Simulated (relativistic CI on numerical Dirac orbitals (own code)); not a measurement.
## Ru7+: M2,3 absorption edge

Computed with this model: Dirac-Coulomb-Breit CI, KLI orbitals optimised for each configuration, model QED (radiative potential, 1s self-energy scaled to tabulated hydrogen-like ionisation energies), valence Slater integrals scaled by 0.8, multiplet model of core-to-valence dipole absorption; configurations [Kr] 4d → [Ne] 3s2 3p5 3d10 4s2 4p6 4d2; 300 K; Lorentzian 3 eV and Gaussian 0.4 eV FWHM. Energies are those of the free ion, without screening or charge transfer. The branching ratio is the share of the lower-energy edge in the whole absorption, uncertain by about 0.02 where the edges overlap. S is read from ⟨S²⟩ = S(S + 1).

Field parameters in Wybourne normalisation: D4h B²₀ = −7Ds, B⁴₀ = 21(Dq − Dt), B⁴₄ = 21√(5/14) Dq; Td as Oh with Dq negative (B⁴₀ = 21Dq, B⁴₄ = √(5/14) B⁴₀). The field is a parameter set, without covalency.

free ion: ground-state S = 0.50, centroid 484.05 eV, branching ratio 0.761. Peaks (eV, height): 479.0 (100), 500.0 (30).

Td, 10Dq = -10000 cm⁻¹: ground-state S = 0.50, centroid 484.85 eV, branching ratio 0.730. Peaks (eV, height): 479.0 (100), 500.5 (34).

D4h, 10Dq = 39850, Ds = 1910, Dt = 910 cm⁻¹: ground-state S = 0.50, centroid 484.86 eV, branching ratio 0.735. Peaks (eV, height): 477.0 (100), 480.5 (99), 499.0 (39), 503.0 (33).

The statistical ratio of this edge is 2/3 = 0.667. Values above it arise where the holes sit mainly in the j = l + 1/2 valence subshell or the ground state has high spin; values below it where core-valence Coulomb terms move weight to the upper edge, as in nearly empty shells.

Strongest unbroadened transitions for Td, 10Dq = -10000 cm⁻¹:

```tsv
Energy (eV)	Relative strength
476.54	53.7
478.05	60.9
478.15	39.8
478.30	99.5
478.64	38.0
478.72	100.0
478.81	80.0
478.83	50.9
479.24	24.6
479.35	48.4
479.51	46.6
479.71	46.1
479.81	45.7
479.92	79.7
499.17	66.3
500.15	45.0
500.50	70.9
502.08	27.5
```
